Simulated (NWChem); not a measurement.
**Basis-set convergence for H$_{3}$FPbSi**

```xyz
6

Pb    -0.2505    -0.4129     0.0000
F     -1.5161     1.2208     0.0000
Si     1.9372     1.2820     0.0000
H      1.8987     2.1690     1.2092
H      1.8987     2.1690    -1.2092
H      3.2677     0.5848     0.0000
```
Charge 0, spin multiplicity 1.

Program: NWChem. The geometry was optimised at PBE0/def2-SVP with def2 effective core potentials on Pb, a minimum by its harmonic frequencies.

Quantity: LUMO energy at the level PBE0.

Effective core potentials replace the inner electrons of Pb; spin-orbit coupling is left out. The structure started from a generated list of species.

Costs are rough ratios of processor time within this set of runs, SCF included, with def2-SVP as 1.

In def2-TZVPD the value is -3.10 eV. Among def2-SVP, def2-SVPD, def2-TZVP, def2-TZVPP, which is the smallest basis within 0.1 eV of it?

def2-SVPD, with 103 functions against 166 and about 30 % of the time (also within reach: def2-TZVP, def2-TZVPP). def2-TZVPD isn't the basis-set limit itself, and a small set can land close by cancellation.

| basis | functions | LUMO energy (eV) | relative cost |
|---|---|---|---|
| def2-SVP | 73 | -2.97 | 1 |
| def2-SVPD | 103 | -3.11 | under 3 |
| def2-TZVP | 136 | -3.06 | under 3 |
| def2-TZVPP | 165 | -3.06 | 4 |
| def2-TZVPD | 166 | -3.10 | 5 |
